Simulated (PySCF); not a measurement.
**Nuclear quadrupole coupling in `C=C[C@@]1(F)CS[SiH2][C@@H]1C`**

C₆H₁₁FSSi.
Z-matrix (Å and degrees, GFN2-xTB geometry), rows numbered from 1:
```
C 
C   1  1.3192
C   2  1.5021  1  124.53
F   3  1.3939  2  109.43  1     0.12
C   3  1.5273  2  109.78  1   117.59
S   5  1.8340  3  112.42  2   168.62
Si  6  2.1401  5   94.73  3   -14.96
C   3  1.5326  2  112.65  1  -119.03
C   8  1.5226  3  111.82  2    61.45
H   1  1.0767  2  121.47  3    -0.65
H   1  1.0762  2  121.68  3   179.28
H   2  1.0814  1  121.66  3  -179.21
H   5  1.0890  3  110.52  2    48.48
H   5  1.0889  3  109.92  2   -72.24
H   7  1.4559  6  111.23  5   105.50
H   7  1.4558  6  109.63  5  -127.04
H   8  1.0950  3  107.20  2   -57.87
H   9  1.0872  8  110.19  3   177.38
H   9  1.0894  8  110.93  3   -62.25
H   9  1.0871  8  110.32  3    57.64
```

Field gradients from the PBE0/pcSseg-1 density (PySCF, non-relativistic), principal values in atomic units, ordered |Vxx| ≤ |Vyy| ≤ |Vzz|:

```json
{"atom": "S6", "Vxx": "0.0848", "Vyy": "2.2459", "Vzz": "-2.3307"}
```

Problem. Find the asymmetry η = (Vxx − Vyy)/Vzz and the couplings χ = eQV/h (234.96 MHz × Q in barn × V in au), with Q(33S) = −0.0678 b.

Solution. 
```csv
atom,environment,nucleus,η,χzz (MHz),χxx (MHz),χyy (MHz)
S6,sulfur bonded to C and Si,33S,0.93,37.13,-1.35,-35.78
```

At S6 η is above 0.9: Vyy and Vzz are nearly equal in size and opposite in sign, so a small change could swap them and flip the sign of χzz. The tensor is traceless: Vxx + Vyy + Vzz = 0.

Problem. What is Vzz at S6 in SI units (1 au = 9.71736 × 10²¹ V/m²)?

Solution. -2.3307 au = -22.648 × 10²¹ V/m².

Problem. And the gradient at the other heavy atoms, for which no coupling is worked out here?

Solution. 
```
atom                  environment  Vzz (au)     η
  C1         terminal =CH2 carbon     0.339  0.27
  C2             alkene CH carbon     0.280  0.73
  C3               sp3 C–F carbon     0.522  0.07
  F4               alkyl fluorine     2.953  0.04
  C5   sp3 carbon bound to sulfur     0.285  0.35
 Si7                 SiH2 silicon     0.564  0.20
  C8  sp3 carbon bound to silicon    -0.087  0.99
  C9                methyl carbon     0.095  0.34
```

Problem. What couplings would deuterons (Q(2H) = 0.00286 b) have in place of the hydrogens, at this geometry?

Solution. 
```json
{"atom": "H10", "bonded to": "C1", "bond length (Å)": "1.077", "Vzz (au)": "0.3336", "η": "0.03", "χzz (kHz)": "224"}
{"atom": "H11", "bonded to": "C1", "bond length (Å)": "1.076", "Vzz (au)": "0.3381", "η": "0.04", "χzz (kHz)": "227"}
{"atom": "H12", "bonded to": "C2", "bond length (Å)": "1.081", "Vzz (au)": "0.3248", "η": "0.07", "χzz (kHz)": "218"}
{"atom": "H13", "bonded to": "C5", "bond length (Å)": "1.089", "Vzz (au)": "0.3051", "η": "0.04", "χzz (kHz)": "205"}
{"atom": "H14", "bonded to": "C5", "bond length (Å)": "1.089", "Vzz (au)": "0.3051", "η": "0.04", "χzz (kHz)": "205"}
{"atom": "H15", "bonded to": "Si7", "bond length (Å)": "1.456", "Vzz (au)": "0.1671", "η": "0.02", "χzz (kHz)": "112"}
{"atom": "H16", "bonded to": "Si7", "bond length (Å)": "1.456", "Vzz (au)": "0.1675", "η": "0.01", "χzz (kHz)": "113"}
{"atom": "H17", "bonded to": "C8", "bond length (Å)": "1.095", "Vzz (au)": "0.3008", "η": "0.05", "χzz (kHz)": "202"}
{"atom": "H18", "bonded to": "C9", "bond length (Å)": "1.087", "Vzz (au)": "0.3160", "η": "0.03", "χzz (kHz)": "212"}
{"atom": "H19", "bonded to": "C9", "bond length (Å)": "1.089", "Vzz (au)": "0.3095", "η": "0.03", "χzz (kHz)": "208"}
{"atom": "H20", "bonded to": "C9", "bond length (Å)": "1.087", "Vzz (au)": "0.3118", "η": "0.02", "χzz (kHz)": "210"}
```

Isolated species at its GFN2-xTB geometry (one conformer only). GFN2-xTB bond lengths can be off by several hundredths of an ångström, more for odd bonds, and the gradients follow them. A larger basis could move these couplings by a tenth or more.

These values come from a run that also computed NMR shieldings. Hardware: Arm Neoverse N1, one thread (shared host). Cost: 86 s, 1.0 GiB resident at most.
